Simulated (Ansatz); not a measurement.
`C[Si](O)([SiH3])Cl` → `C[Si](O)Cl`• + `[SiH3]`•  (homolysis of the Si–Si bond)

Gas-phase electronic energies from Ansatz, PBE0-D4/def2-TZVP geometries. CCSD(T)/CBS adds triple-zeta CCSD(T) − MP2 to the extrapolated MP2 energy (def2 sets, frozen cores). This one scheme is used for every species. Functionals use def2-TZVPP. B3LYP here is the variant with VWN-RPA as its local correlation; programs differ in this. No spin–orbit coupling; open shells (•) take unrestricted orbitals. One conformer a species, not always the lowest.

```tsv
level	ΔE (kJ/mol)
B97M-V	326.9
B3LYP-D4	313.7
BLYP	284.3
r2SCANh	300.5
BHLYP	305.7
CCSD(T)/def2-TZVPP	323.5
HF/def2-QZVPP	236.6
HF/CBS(def2)	236.4
```

Q: What does CCSD(T)/CBS give? (Best estimate.)

A: The calculation gave: +334.3 kJ/mol. The listed levels differ from it by -7.4, -20.6, -50.0, -33.8, -28.6, -10.8, -97.7, -97.9 kJ/mol.

Largest T1 diagnostic among the species: 0.015.

In def2-TZVPP, CCSD(T) changes the Hartree–Fock value by +85.6 kJ/mol (the triples alone add +6.0 kJ/mol) and MP2 by +86.6 kJ/mol; breaking electron pairs costs correlation energy, which Hartree–Fock lacks. From PBE to PBE0 (25 % exact exchange), in def2-TZVPP and without D4, ΔE moves by +6.6 kJ/mol.
